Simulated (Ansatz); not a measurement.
Total energies of `COc1ccc(-c2ccc(-c3ccc(-c4ccc(-c5ccc(-c6ccc(C(F)=C(F)F)cc6)s5)s4)s3)s2)cc1` from Ansatz at PBE-D4/def2-SVP, gas phase (1 Eh = 27.2114 eV = 2625.5 kJ/mol). The reference geometry is relaxed at PBE-D4/def2-SVP.

| state | geometry | energy (Eh) |
| --- | --- | --- |
| charge 0 singlet | reference | -3156.17446 |
| charge 1 doublet | reference | -3155.96280 |
| charge -1 doublet | reference | -3156.23269 |
| free C atom (triplet) | – | -37.75124 |
| free O atom (triplet) | – | -74.91467 |
| free F atom (doublet) | – | -99.53976 |
| free S atom (triplet) | – | -397.80063 |
| free H atom (doublet) | – | -0.49863 |

Single mean-field runs in def2-SVP are fitted with def2-universal-jkfit.

Question: Work out the vertical ionisation energy to the doublet.

Answer: E(charge 1 doublet) − E(charge 0 singlet) = -3155.96280 − (-3156.17446) = 0.21166 Eh = 5.76 eV. For comparison, −ε of the highest occupied level is 4.40 eV at this level, 1.36 eV less.

Question: Work out the vertical electron affinity, to the doublet.

Answer: E(charge 0 singlet) − E(charge -1 doublet) = -3156.17446 − (-3156.23269) = 0.05823 Eh = 1.58 eV. The basis lacks diffuse functions, which makes affinities too small.

Question: Give the fundamental gap IE − EA, the Mulliken electronegativity (IE + EA)/2 and the hardness (IE − EA)/2.

Answer: From the values in Eh: IE − EA = 0.21166 − 0.05823 = 0.15343 Eh = 4.18 eV; (IE + EA)/2 = 3.67 eV; (IE − EA)/2 = 2.09 eV. The HOMO–LUMO gap of the same run is 1.55 eV, 2.63 eV smaller than the fundamental gap.

Question: What is the binding energy per atom against free atoms?

Answer: Atoms: 31 × (-37.75124) + 1 × (-74.91467) + 3 × (-99.53976) + 4 × (-397.80063) + 19 × (-0.49863) = -3144.49888 Eh. Binding: -3144.49888 − (-3156.17446) = 11.67558 Eh = 317.71 eV, or 5.48 eV for each of 58 atoms (no zero-point energy, no counterpoise term).
